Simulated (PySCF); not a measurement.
F2Ge (SMILES [F][Ge][F]), singlet, at a GFN2-xTB geometry, with bond 3-1 at 1.3 times its length. Base run: PBE0/def2-SV(P) run with PySCF.

Here is a job for PySCF.
```python
from pyscf import gto, scf, dft

mol = gto.M(
    atom='''
Ge    0.013325   -0.011198    0.438921
F     0.624710    1.170874   -0.770623
F    -0.877712   -1.467016   -1.158656
''',
    basis='def2-sv(p)',
    charge=0,
    spin=0,
    verbose=4,
)

mf = dft.RKS(mol)
mf.xc = 'pbe0'
mf.kernel()
mf.analyze()
```

Variants of this job, named by their change:

| change | ΔE vs base (µEh) | SCF cycles | outcome |
|---|---|---|---|
| base | 0.0 | 12 | converged |
| DIIS = EDIIS | - | 50 | not converged |
| conv_tol = 1e-11 | 0.0 | 14 | converged |
| diis_space = 2 | - | 50 | not converged |
| conv_tol = 1e-12 | 0.0 | 21 | converged |
| damp = 0.5; diis_start_cycle = 5 | 0.0 | 15 | converged |
| level_shift = 0.3 (with mf.max_cycle = 100) | 0.0 | 21 | converged |
| diis_space = 4 | 0.0 | 13 | converged |
| conv_tol_grad = 1e-7 | 0.0 | 15 | converged |
| conv_tol = 1e-7 | 0.0 | 10 | converged |
| init_guess = mod_huckel | 0.0 | 13 | converged |
| diis = off; damp = 0.3 (with mf.diis_start_cycle = 200; with mf.max_cycle = 150) | - | 150 | not converged |
| init_guess = vsap | 0.0 | 13 | converged |
